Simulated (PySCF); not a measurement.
## Magnetisability: `C=Cc1ccccc1CN`, C9H11N

Geometry (Å), atoms numbered from 1 in this order:
```xyz
21

C     1.513   -0.485   -2.361
C     1.314   -0.637   -1.059
C     0.534    0.283   -0.228
C     0.583    1.654   -0.473
C    -0.141    2.544    0.295
C    -0.933    2.073    1.329
C    -0.991    0.714    1.583
C    -0.263   -0.192    0.824
C    -0.413   -1.674    1.080
N    -1.109   -2.392    0.019
H     1.079    0.332   -2.912
H     2.103   -1.184   -2.930
H     1.740   -1.493   -0.551
H     1.216    2.020   -1.268
H    -0.085    3.604    0.093
H    -1.503    2.762    1.935
H    -1.611    0.346    2.389
H    -0.976   -1.830    2.004
H     0.568   -2.143    1.203
H    -0.603   -2.294   -0.856
H    -2.031   -1.989   -0.118
```

Theory: GIAO PBE/pcSseg-1 magnetisability, rotational g tensor and spin-rotation constants, non-relativistic, gas phase in PySCF 2.14.0. Geometry: GFN2-xTB.

Question: How diamagnetic is it, and how anisotropic?

Answer: Isotropic -1474 × 10⁻³⁰ J/T², or -88.8 × 10⁻⁶ cm³/mol; principal values -2216, -1112, -1095 × 10⁻³⁰ J/T², anisotropy 1112 × 10⁻³⁰ J/T² (root of half the summed squared differences of the principal values). The susceptibility is in cgs units.

Question: Split it along the inertial axes a, b, c into diamagnetic and paramagnetic parts about the centre of mass, with the quadrupole moment.

Answer: 
```csv
axis,χ (10⁻⁶ cm³/mol),diamagnetic (10⁻⁶ cm³/mol),paramagnetic (10⁻⁶ cm³/mol),summed x² of all electrons (Å²),quadrupole Θ (D Å)
a,-71.1,-835.5,764.4,214.5,+0.01
b,-67.0,-1027.0,960.0,169.4,+2.33
c,-128.3,-1628.8,1500.6,27.5,-2.34
```
Anisotropies 2χaa − χbb − χcc = +53.1 and 2χbb − χaa − χcc = +65.4 × 10⁻⁶ cm³/mol. Θ is traceless in Buckingham's convention.

Question: And the rotational g tensor?

Answer: 
| axis | rotational constant (GHz) | g | nuclear part | electronic part |
| --- | --- | --- | --- | --- |
| a | 1.7330 | -0.0290 | 0.5933 | -0.6223 |
| b | 1.3428 | -0.0259 | 0.5797 | -0.6056 |
| c | 0.8090 | +0.0087 | 0.5790 | -0.5703 |

Asymmetric top; isotopes 12C, 1H, 14N; no vibrational averaging.
